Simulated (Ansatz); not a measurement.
Input for Ansatz (a quantum-chemistry and plane-wave program): R-CCSD(T)/def2-SVPD on AsH3 (SMILES [AsH3]) with ghost functions, monomers drawn apart or pushed together. The run froze 14 orbitals, filled d shells among them.

Ansatz 0.2 input:
```yaml
crystal:
  periodic: [false, false, false]
  atoms:
    - {symbol: As, position_ang: [-0.79189239, -0.65690548, 3.13433418]}
    - {symbol: H, position_ang: [-0.32678768, -0.15692302, 4.48216995]}
    - {symbol: H, position_ang: [-0.57277689, -2.12838196, 3.39841928]}
    - {symbol: H, position_ang: [-2.27319980, -0.63534850, 3.43136937]}
basis:
  gaussian:
    orbitals: def2-SVPD
    ghost_atoms:
      - {symbol: Al, position_ang: [0.28219905, 0.62545735, 0.56096258]}
      - {symbol: H, position_ang: [-0.54047815, -0.29260812, -0.44148129]}
      - {symbol: H, position_ang: [-0.24747156, 2.09128831, 0.86980076]}
      - {symbol: H, position_ang: [1.81159463, 0.28935591, 0.83026113]}
magnetization: {spin_polarized: false}
correlation: {method: ccsd_t, electrons: outside_noble_gas}
scf: {lower_state_search: off}
```

The log:

```
WARN ansatz: RAYON_NUM_THREADS=2 ignored (pool sized by the plan → 2); use --threads N
Functional definition: HF
these checks for a lower state are left out or cut short: stability, starts, cluster_reference, orbital_swaps, neighbouring_geometries, increment
integrals: 0.15 GiB planned
965 factors; integrals over basis functions are off by at most 1.2e-3 eV
mean field: 0.27 GiB planned
mean field evaluation 1: about -60834.7630 eV, gradient 8.7e0 eV
mean field evaluation 2: about -60834.7647 eV, gradient 8.7e0 eV
mean field evaluation 4: about -60835.2094 eV, gradient 6.3e-1 eV
mean field evaluation 8: about -60835.2125 eV, gradient 1.8e-4 eV
mean field -60835.21254032 eV, -2235.6528252688 hartree, gradient 7.7e-7 eV, S^2 0.000000; 0 other end points of the search recorded, 0 dependent functions left out
14 core orbitals not correlated
reference -60835.21254032 eV, -2235.6528252688 hartree; 4, 4 occupied and 92, 92 virtual orbitals, 965 factors
second order -3.56251096 eV of doubles, -0.00000000 eV of singles
coupled cluster: 0.39 GiB planned
cycle   1  -4.11632524 eV  change   -5.5e-1 eV  update   5.7e-2
cycle   2  -4.31313480 eV  change   -2.0e-1 eV  update   2.0e-2
cycle   3  -4.32190576 eV  change   -8.8e-3 eV  update   5.0e-3
cycle   4  -4.32094105 eV  change    9.6e-4 eV  update   1.7e-3
cycle   5  -4.32062125 eV  change    3.2e-4 eV  update   5.1e-4
cycle   6  -4.32058521 eV  change    3.6e-5 eV  update   1.7e-4
cycle   7  -4.32060096 eV  change   -1.6e-5 eV  update   6.6e-5
cycle   8  -4.32061279 eV  change   -1.2e-5 eV  update   2.2e-5
cycle   9  -4.32061140 eV  change    1.4e-6 eV  update   6.4e-6
perturbative correction -0.11448011 eV, -0.0042070664 hartree
Total energy: -60839.64763184 eV, -2235.8158118757 hartree
Checks for a lower state left out: stability, starts, cluster_reference, orbital_swaps, neighbouring_geometries, increment
```

The run converged.

Cost: roughly 6 core-seconds.
